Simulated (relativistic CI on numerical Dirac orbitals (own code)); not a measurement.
Method of calculation: Dirac-Coulomb-Breit CI, KLI orbitals optimised for each configuration, model QED (radiative potential, 1s self-energy scaled to tabulated hydrogen-like ionisation energies), valence Slater integrals scaled by 0.85, P86 correlation energy added to each configuration (own radial code, finite nucleus).

Configuration list (outside the closed core [Ar] 3d10): 4s2.4p6.4d3, 4s2.4p6.4d2.5s, 4s2.4p6.4d2.4f, 4s2.4p6.4d2.5p, 4s2.4p5.4d4, 4s2.4p6.4d2.5d, 4s2.4p6.4d2.6s, 4s2.4p6.4d2.6p, 4s2.4p6.4d.5s.5p, 4s.4p6.4d4, 4s2.4p6.4d2.5f, 4s2.4p6.4d2.6d, 4s2.4p5.4d3.4f, 4s2.4p6.4d2.5g, 4s2.4p6.4d2.7s, 4s2.4p6.4d2.7p, 4s2.4p6.4d2.6f, 4s2.4p6.4d.4f.5s, 4s2.4p5.4d3.5s, 4s.4p6.4d3.4f, 4s2.4p5.4d3.5p, 4s2.4p5.4d3.5d, 4s2.4p6.4d.4f2, 4s2.4p6.4f2.5s, 4s2.4p6.4f3, 4s2.4p6.4f2.5p, 4s2.4p6.4f2.5d, 4s2.4p6.4f2.6s, 4s2.4p6.4d.5s2, 4s2.4p6.4f.5s2, 4s2.4p6.5s2.5p, 4s2.4p6.5s2.5d, 4s2.4p6.5s2.6s, 4s2.4p6.4d.5p2, 4s2.4p6.5s.5p2, 4s2.4p6.4f.5p2, 4s2.4p6.5p3, 4s2.4p6.5p2.5d, 4s2.4p6.5p2.6s, 4s2.4p6.4d.4f.5p, 4s2.4p6.4f.5s.5p, 4s2.4p6.4f.5p.5d, 4s2.4p6.4f.5p.6s, 4p6.4d5, 4p5.4d6. Double excitations out of closed p, d and f shells are left out; levels of such configurations are missing from the list, as are those of other unlisted configurations, and high levels can miss mixing partners. These lack a partner that the ground configuration has and come out too high: 4s2.4p6.4d2.6p, 4s2.4p6.4d2.5f, 4s2.4p6.4d2.6d, 4s2.4p5.4d3.4f, 4s2.4p6.4d2.5g.

At this charge configurations can still be misplaced by up to about 7 % of their energy.

Outline of the computed level scheme of Ru VI. Lowest level of each configuration: 4s2.4p6.4d3 4F_3/2 at 0.0000 eV; 4s2.4p6.4d2.5s 4F_3/2 at 20.1036 eV; 4s2.4p6.4d2.5p 4G°_5/2 at 28.6205 eV.

Some strong electric-dipole decays among the lowest 45 levels: 4s2.4p6.4d2.5p 4D°_1/2 → 4s2.4p6.4d3 4F_3/2 (1.0e+10 s⁻¹); 4s2.4p6.4d2.5p 4F°_7/2 → 4s2.4p6.4d3 4F_7/2 (7.2e+09 s⁻¹); 4s2.4p6.4d2.5p 4F°_3/2 → 4s2.4p6.4d3 4F_3/2 (6.9e+09 s⁻¹); 4s2.4p6.4d2.5p 4F°_5/2 → 4s2.4p6.4d3 4F_5/2 (5.6e+09 s⁻¹); 4s2.4p6.4d2.5p 2F°_7/2 → 4s2.4p6.4d3 4F_9/2 (5.1e+09 s⁻¹); 4s2.4p6.4d2.5p 2D°_3/2 → 4s2.4p6.4d3 4F_5/2 (4.7e+09 s⁻¹); 4s2.4p6.4d2.5p 4D°_1/2 → 4s2.4p6.4d3 4P_1/2 (2.2e+09 s⁻¹); 4s2.4p6.4d2.5p 2D°_3/2 → 4s2.4p6.4d3 4P_3/2 (1.5e+09 s⁻¹).

LS names give the leading component of a level, which can be under half, so a name can repeat, a term be missing and a line seem to break the LS rules.
